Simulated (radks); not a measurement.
Results of a calculation; reference values are marked as such.
Coherent X-ray form factor from a spherical all-electron density. Code: a radial shooting solver on a logarithmic mesh with Libxc functionals. Model: scalar-relativistic Kohn-Sham, LDA (Slater exchange, Perdew-Wang correlation), spin-polarised, spherical densities, finite nucleus; Fermi nuclear charge, rms radius of each element as measured or else 0.836 A^(1/3) + 0.57 fm.

| sin(theta)/lambda (1/angstrom) | f0 (electrons) |
|---|---|
| 0.05 | 15.776 |
| 0.1 | 15.141 |
| 0.15 | 14.202 |
| 0.2 | 13.095 |
| 0.25 | 11.955 |
| 0.3 | 10.882 |
| 0.4 | 9.143 |
| 0.5 | 7.960 |
| 0.6 | 7.146 |
| 0.8 | 5.925 |
| 1 | 4.819 |
| 1.25 | 3.607 |
| 1.5 | 2.711 |
| 2 | 1.748 |

The species is in the configuration that NIST lists as its ground one. Which atom or ion scatters so?

Answer. The potassium ion K3+, [Ne] 3s2 3p4. Extrapolating in s^2 from the first two rows gives f0(0) = 16.0, near the electron count 16; among species with that count, the fall with angle is slower the higher Z, and the table is that of Z = 19; from so few rows the species is fixed only to a neighbour or two.
